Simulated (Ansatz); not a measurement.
`C#[C][Zr]([Cl])([Cl])[O]C` + HCl → `C#[C][Zr]([Cl])([Cl])[Cl]` + CH₃OH at 400 K and 1 bar (ligand exchange at a Zr–O bond).

Computed with Ansatz on PBE0-D4/def2-TZVP structures; ΔE is electronic, products minus reactants. CCSD(T)/CBS adds triple-zeta CCSD(T) − MP2 to the extrapolated MP2 energy (def2 sets, frozen cores). This one scheme is used for every species. Elements past krypton have def2 core potentials. For Zr outer-core shells are correlated without core-valence functions, which leaves a few kJ/mol of doubt a bond. One conformer a species, not always the lowest.

```tsv
species	CCSD(T)/CBS energy (Eh)	H − E (kJ/mol)	S (J/(mol·K))
`C#[C][Zr]([Cl])([Cl])[O]C`	-1158.44434	210.9	509.0
HCl	-460.38127	29.6	195.4
`C#[C][Zr]([Cl])([Cl])[Cl]`	-1503.20894	96.2	443.1
CH₃OH	-115.61712	151.2	252.6
```

H − E and S are ideal-gas, rigid-rotor, harmonic terms from PBE0-D4/def2-TZVP, for one conformer and one mirror image of each species. 1 Eh = 2625.50 kJ/mol, R = 8.31446 J/(mol·K).

Task: By hand: ΔE, ΔH, ΔS and ΔG.

Result: ΔE = (-1503.20894) + (-115.61712) − (-1158.44434) − (-460.38127) = -0.00045 Eh = -1.2 kJ/mol. Δ(H − E) = 96.2 + 151.2 − 210.9 − 29.6 = 6.9, so ΔH = 5.7 kJ/mol. ΔS = 443.1 + 252.6 − 509.0 − 195.4 = -8.7 J/(mol·K). ΔG = 5.7 − 400 × (-8.7)/1000 = 9.2 kJ/mol.

Task: By hand: the equilibrium constant, and the temperature at which ΔG would vanish if ΔH and ΔS stayed fixed.

Result: log₁₀ K = −ΔG/(RT ln 10) = -1.2. ΔH and −TΔS have one sign here, so there is no such temperature.

TΔS isn't small against ΔH here. A doubt of 5 kJ/mol in ΔE shifts log₁₀ K by 0.7 here. Other conformers and mirror images would add mixing entropy, several J/(mol·K) or more a flexible species. Modes under 60 cm⁻¹, often nearly free rotors, make the harmonic entropy too high. These are equilibria of isolated gas molecules and say nothing of rates. Largest T1 diagnostic: 0.016 (customary marks: 0.02 for closed shells, 0.045 for open ones).

ΔS is within the doubt of such terms, so its sign, and with it that verdict, could turn.
